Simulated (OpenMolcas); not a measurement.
## Nb III: the spin-orbit constant, worked from levels

```
Program             : OpenMolcas
Basis               : ANO-RCC-VTZP [7s6p4d2f1g]
Scalar Hamiltonian  : DKH2, point nucleus
Active space        : 3 electrons in 10 orbitals (4d 5d)
State averaging     : 2S+1 = 4 even, 10 roots; 2S+1 = 2 even, 40 roots
Spin-orbit coupling : state interaction with AMFI integrals over the reference wave functions, term energies averaged over their components
```

Methods: CASSCF; MS-CASPT2, IPEA 0.25 Eh, imaginary shift 0.1 Eh (closed shells correlated: 4s 4p). Measured levels: the list in Shadmi, J. Res. Natl. Bur. Stand. 70A, 435 (1966).

**The spin-orbit constant.** For the Hund term 4F of d3, E(J) = (A/2) J(J+1) + constant and ζ = 2S·A = 3A. From J = 3/2 to J = 9/2 the energy changes by 10.5 A.

| Source | E(9/2) - E(3/2) | A | ζ |
| --- | --- | --- | --- |
| CASSCF | 1963.1 | 187.0 | 561 |
| MS-CASPT2 | 1967.9 | 187.4 | 562 |
| measured | 1939.0 | 184.7 | 554 |

All in cm-1. MS-CASPT2 is off by +1.5 % and CASSCF by +1.2 %. Both methods take the spin-orbit matrix elements from the reference wave functions, so the second can move ζ only through the term energies and any multistate remixing. Second-order mixing with other terms is absorbed into this ζ.

Term energies are means over components that CASPT2 splits; among the terms shown or strongly mixed into the levels shown the widest spread is 510 cm-1 (4d3 4F, MS-CASPT2). Active for correlation alone: 5d; no level in the range computed is led by a configuration that fills it, so any true level of that kind is missing. Without dynamic correlation excited terms often stand tens of per cent too high (terms of higher spin than the ground term too low), and those without a measured partner can miss by more than the paired ones (holds for CASSCF). Measured partners are found by configuration, term and J. A level has none where our copy of the source lacks it or the pairing is in doubt (some pairs that miss far off the trend of their configuration count as doubtful), and it then counts in no deviation. Only configurations of the active space appear.
